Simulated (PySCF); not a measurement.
Al(F)(OH)(SMe) (CH4AlFOS), SMILES C[S][Al]([OH])[F].

Geometry optimised at B3LYP-D3(BJ)/def2-SVP. The structure was generated by enumeration; whether it is a known compound was not checked. One conformer was computed; it need not be the lowest.

Two levels are set side by side: PBE/def2-TZVP (PySCF) and HF/def2-TZVP (PySCF). Same geometry, gas phase. Differences are taken from unrounded values.

```tsv
quantity	HF	PBE	PBE minus HF
orbital gap (eV)	12.24	4.55	-7.69
highest occupied level (eV)	-10.01	-6.09	3.92
lowest empty level (eV)	2.23	-1.54	-3.77
dipole moment (D)	2.49	2.33	-0.16
mean polarisability (bohr³)	51.6	59.3	7.7
```

PBE's occupied levels lie high since its potential decays too fast outside the molecule; exact exchange lowers them and widens the gap. Loosely held outer electrons make PBE densities more polarisable. Differences between two approximate levels are no errors against the true value.

Rough cost on one machine, each run with all the roots and properties that it gave: HF against PBE about 1/3.
